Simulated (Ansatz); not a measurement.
Computed with Ansatz.

C$_{2}$HF$_{2}$In, SMILES `C#[C][In]([F])[F]`. Total charge 0; spin multiplicity 1. In takes the def2 core potential. The structure was optimised at the PBE0-D4/def2-TZVP level.

```xyz
6

C    -0.243   -0.650   -1.897
C    -0.098   -0.261   -0.765
In    0.148    0.394    1.151
F    -0.895   -0.169    2.672
F     1.461    1.678    1.738
H    -0.373   -0.993   -2.899
```

Question: What is the dipole moment at PBE/def2-TZVPP? (Best estimate.)

Answer: The calculation gave: 3.61 D, with components (-0.44, -1.16, -3.39) D in this frame, pointing from negative to positive charge.

Question: And with r2SCAN, B3LYP, ωB97M-V? (An estimate is asked.)

Answer: The calculation gave: r2SCAN 3.75 D, B3LYP 3.82 D, ωB97M-V 3.79 D.

Question: Give the Mulliken charges with PBE, r2SCAN, B3LYP in def2-TZVPP. (An estimate is asked.)

Answer: The calculation gave: 
```csv
atom,PBE,r2SCAN,B3LYP
C1,0.18,0.08,0.20
C2,-0.48,-0.47,-0.59
In3,0.90,1.08,1.05
F4,-0.41,-0.46,-0.46
F5,-0.41,-0.46,-0.46
H6,0.22,0.23,0.26
```

B3LYP here is the variant with VWN-RPA as its local correlation; programs differ in this.
